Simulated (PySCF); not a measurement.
A PySCF script (with the pyscf-properties extension) for the NMR shieldings of SMILES ClB(Cl)C1=CCC=C1, C5H5BCl2, on a GFN2-xTB geometry:

```python
import basis_set_exchange as bse
import numpy as np
from pyscf import gto, dft
from pyscf.prop import nmr

atoms = """
Cl    3.067743   -1.574102   -0.192128
B     2.245376   -0.072924    0.032472
Cl    3.193789    1.342960    0.286663
C     0.704727   -0.008898    0.009556
C    -0.154817   -1.046276   -0.165242
C    -1.560486   -0.568324   -0.120489
C    -1.399804    0.897191    0.107567
C    -0.100183    1.200904    0.179909
H     0.115755   -2.075452   -0.314825
H    -2.126304   -1.050952    0.679608
H    -2.089183   -0.783986   -1.051735
H    -2.233441    1.569180    0.191414
H     0.332440    2.171166    0.339502
"""
names = dict.fromkeys(["Cl", "B", "C", "H"], "pcSseg-1")
basis = {el: gto.basis.parse(bse.get_basis(n, elements=[el], fmt="nwchem")) for el, n in names.items()}
mol = gto.M(atom=atoms, basis=basis, charge=0, verbose=0)
mf = dft.RKS(mol, xc="PBE0")
mf.grids.level = 2
mf.grids.alignment = dft.numint.BLKSIZE   # the property module wants whole blocks of grid points
mf.conv_tol = 1e-9
mf.kernel()

calc = nmr.RKS(mf)   # GIAO
C = mf.mo_coeff
Co = C[:, mf.mo_occ > 0]
resp = mf.gen_response(singlet=True, hermi=2)
def vind(x):   # induced exchange potential for any number of trial vectors
    d = np.einsum("pi,xij,qj->xpq", C, 2 * x.reshape(-1, C.shape[1], Co.shape[1]), Co, optimize=True)
    return np.einsum("xpq,pi,qj->xij", resp(d - d.transpose(0, 2, 1)), C, Co, optimize=True).ravel()
mo1, _ = nmr.rhf.solve_mo1(calc, with_cphf=vind)
sigma = calc.kernel(mo1)
for i, s in enumerate(sigma):   # ppm
    print("%2d %-2s %9.2f" % (i, mol.atom_pure_symbol(i), np.trace(s) / 3))
```

Task: Give the expected output.

Result: 
```
 0 Cl    725.86
 1 B      49.48
 2 Cl    708.75
 3 C      33.10
 4 C      18.73
 5 C     138.14
 6 C      46.07
 7 C      43.62
 8 H      23.79
 9 H      28.34
10 H      28.34
11 H      25.01
12 H      24.43
```

These numbers come from an equivalent density-fitted implementation of the same equations, which agrees with the script to about 0.01 ppm for H and up to a few tenths of a ppm for heavy atoms, so last digits may differ.

Size and cost of the density-fitted run: 175 basis functions, 18 s wall time on 1 thread of an Arm Neoverse V2, shared host.
